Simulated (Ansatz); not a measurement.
Basis-set extrapolation for `BCC(C)O` (PBE0-D4/def2-TZVP geometry, frozen core, the Gaussian-basis code of Ansatz). Multiplicity 1, RHF reference.

```
                      def2-TZVPP   def2-QZVPP
                 HF  -218.455500  -218.465995
    MP2 correlation    -0.867408    -0.926460
CCSD(T) correlation    -0.951441      not run
```

Energies in hartree. Use E(X) = E(∞) + A·exp(−7.88·√X) for Hartree–Fock and E(X) = E(∞) + B·X^(−2.97) for correlation, with X = 3 and 4, and add CCSD(T) minus MP2 of the smaller set to the MP2 limit.

What is the CCSD(T) energy at the basis-set limit?

HF limit: -218.465995 + (-0.010495) × 0.13774 = -218.46744. MP2 limit: -0.926460 + (-0.059052) × 0.74074 = -0.97020. Higher-order term: -0.951441 − (-0.867408) = -0.08403. Total: -219.52167 hartree, 72.0 kcal/mol below CCSD(T)/def2-TZVPP.
